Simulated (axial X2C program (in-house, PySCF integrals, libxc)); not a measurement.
**Spin–orbit effects down a group: molecules with H (ions), M06**

Computed with an axial X2C code built on PySCF integrals, spin-free (one-electron X2C) or two-component (2c: spin–orbit coupling with atomic mean-field Coulomb and Gaunt terms, which also bring small scalar terms), in Dyall basis sets with cores contracted in-house; open shells are unrestricted.

Basis sets: C dyall-av3z, Ge dyall-acv3z, H dyall-av3z, Si dyall-av3z.

| molecule | spin-free state | Re (Å) | ωe (cm⁻¹) | De (eV) | 2c state | Re 2c (Å) | ωe 2c (cm⁻¹) | De 2c (eV) |
| --- | --- | --- | --- | --- | --- | --- | --- | --- |
| CH⁻ | M_S = 1, Λ = 0 | 1.131 | 2610.1 | 3.51 | Ω = 1 | 1.131 | 2609.4 | 3.51 |
| SiH⁻ | M_S = 1, Λ = 0 | 1.547 | 1888.7 | 3.13 | Ω = 1 | 1.547 | 1888.3 | 3.13 |
| GeH⁻ | M_S = 1, Λ = 0 | 1.633 | 1655.6 | 2.95 | Ω = 1 | 1.633 | 1654.1 | 2.94 |

Fragments in 2c: C- + H, Si- + H, Ge- + H. Each entry is the lowest single determinant of a limited PBE0 search at one distance. De goes to single-determinant-based atoms at the same level (for ions the charge split of lowest energy) and is withheld (n/a) where an atom does not fit its ground term or J level. Main or longest-lived isotopes. One determinant is a doubtful description, or other states lie close, for CH⁻, SiH⁻, GeH⁻; these need not be ground states, and all values refer to the states named. Some open-shell Ω = 0 determinants are out of reach, so the Ω given for CH⁻, SiH⁻, GeH⁻ need not be the lowest component. With several unpaired electrons the Ω given is that of one determinant, not necessarily of the lowest component. The functionals have no current term, which raises determinants with orbital currents.
